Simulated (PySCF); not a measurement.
**Stationary points of LaOBr**

All numbers come from PySCF, PBE0, basis La def2-TZVP with ECP46, O def2-TZVP, Br def2-TZVP (scalar-relativistic core potentials, no spin–orbit coupling, density fitting).

Relaxations began from a few typed shapes. The search is not exhaustive: other isomers or separated fragments can lie lower, and high-lying points may rest on an excited occupation.

Problem. Order these stationary points by electronic energy, lowest first, in kJ/mol from the lowest minimum.
A. singlet Cs: La–Br 2.832 Å, La–O 1.912 Å; Br–La–O 114.0°
B. singlet C∞v: La–Br 2.985 Å, La–O 1.925 Å; Br–La–O 180.0°

Solution. A (0.0), B (51.7).

Problem. Which of them are minima?

Solution. By energy in kJ/mol, 0.0: minimum; 51.7: saddle point, 2 imaginary modes.

Formally La is in oxidation state +3, with 0 electrons left for the f, d and s shells; the Mulliken f population is 0.13.
